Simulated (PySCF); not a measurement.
Two-component Hartree-Fock for Tb⁺ (terbium, charge +1)

Start: [Xe] 4f9 5d1; 4f5/2 filled at m_j = +3/2, +5/2; 4f7/2 filled at m_j = -5/2, -3/2, -1/2, +1/2, +3/2, +5/2, +7/2; 5d5/2 filled at m_j = +5/2. Calculated with PySCF 2.14 in x2c-TZVPall-2c: generalised Hartree-Fock with the X2C-1e Hamiltonian and a Gaussian nucleus; spin-orbit coupling (SO) screened by Boettger's factors. This is a chosen level, not necessarily the ground level.

| spinor shell | electrons | ε, screened SO (eV) | weight of nominal j (screened SO) | rms radius, screened SO (bohr) |
| --- | --- | --- | --- | --- |
| 1s1/2 | 2 | -52250.3 | 1.000 | 0.0245 |
| 2s1/2 | 2 | -8786.0 | 1.000 | 0.0989 |
| 2p1/2 | 2 | -8332.6 | 1.000 | 0.0846 |
| 2p3/2 | 4 | -7581.2 | 1.000 | 0.0911 |
| 3s1/2 | 2 | -2002.9 | 1.000 | 0.255 |
| 3p1/2 | 2 | -1805.5 | 1.000 | 0.246 |
| 3p3/2 | 4 | -1646.5 | 1.000 | 0.260 |
| 3d3/2 | 4 | -1310.5 | 0.998 | 0.232 |
| 3d5/2 | 6 | -1275.1 | 0.999 | 0.236 |
| 4s1/2 | 2 | -423.60 | 1.000 | 0.576 |
| 4p1/2 | 2 | -345.70 | 0.986 | 0.592 |
| 4p3/2 | 4 | -308.02 | 0.993 | 0.621 |
| 4d3/2 | 4 | -181.16 | 0.791 | 0.671 |
| 4d5/2 | 6 | -167.29 | 0.861 | 0.678 |
| 5s1/2 | 2 | -62.063 | 1.000 | 1.45 |
| 5p1/2 | 2 | -38.916 | 0.918 | 1.63 |
| 5p3/2 | 4 | -33.635 | 0.959 | 1.75 |
| 4f7/2 | 7 | -19.236 | 0.499 | 0.969 |
| 4f5/2 | 2 | -13.970 | 0.709 | 1.02 |
| 5d5/2 | 1 | -8.870 | 1.000 | 3.38 |

| quantity | screened SO |
| --- | --- |
| E (hartree) | -11708.50942 |
| M_J | 10 |
| ⟨J²⟩ | 110.033 |
| ⟨L²⟩ | 56.746 |
| ⟨S²⟩ | 11.844 |

Each row is a mean over spinors that exchange with the open shell spreads, by up to 15.315 eV (4d5/2).

Rows whose weight is well below 1 are mixtures of j = l ± 1/2: exchange outweighs spin-orbit coupling there, and the label is only the starting occupation.

Breit and QED terms are absent; they matter most for the inner s and p1/2 levels.

Densities and radii are taken from the X2C orbitals without a picture-change correction, which distorts them close to the nucleus.
